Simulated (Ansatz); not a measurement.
`[AlH2][Br]` and `[AlH2][I]` differ in one element.

Ansatz, PBE0-D4/def2-TZVP geometries, multiplicity 1. 

Elements past krypton have def2 core potentials. Scalar relativity is left out up to krypton.

```tsv
property	`[AlH2][Br]`
HOMO energy (PBE/def2-TZVPP) / eV	-7.03
zero-point energy (PBE0-D4/def2-TZVP) / kJ/mol	37.1
HOMO–LUMO gap (B3LYP/def2-TZVPP) / eV	6.09
HOMO energy (ωB97M-V/def2-TZVPP) / eV	-10.46
size of the dipole moment (ωB97M-V/def2-TZVPP) / D	1.25
HOMO energy (PBE0/def2-TZVPP) / eV	-8.28
```

Question: Give the same properties after the change, and the shifts. (Estimate.)

Answer: Ansatz gave: 
```
                                          property  `[AlH2][I]`  shift
                 HOMO energy (PBE/def2-TZVPP) / eV        -6.56   0.47
    zero-point energy (PBE0-D4/def2-TZVP) / kJ/mol         36.3   -0.8
             HOMO–LUMO gap (B3LYP/def2-TZVPP) / eV         5.36  -0.73
             HOMO energy (ωB97M-V/def2-TZVPP) / eV        -9.78   0.68
size of the dipole moment (ωB97M-V/def2-TZVPP) / D         1.09  -0.16
                HOMO energy (PBE0/def2-TZVPP) / eV        -7.68   0.60
```

With PBE0 the HOMO rises by 0.60 eV and the LUMO falls by 0.13 eV, so the gap narrows by about 0.73 eV. PBE moves the HOMO by 0.47 eV and ωB97M-V by 0.68 eV. Dipoles are sizes alone; their direction can turn.

B3LYP here is the variant with VWN-RPA as its local correlation; programs differ in this.

Spin–orbit coupling is left out; it splits and shifts lone-pair levels of the heavy atoms by tenths of an eV.
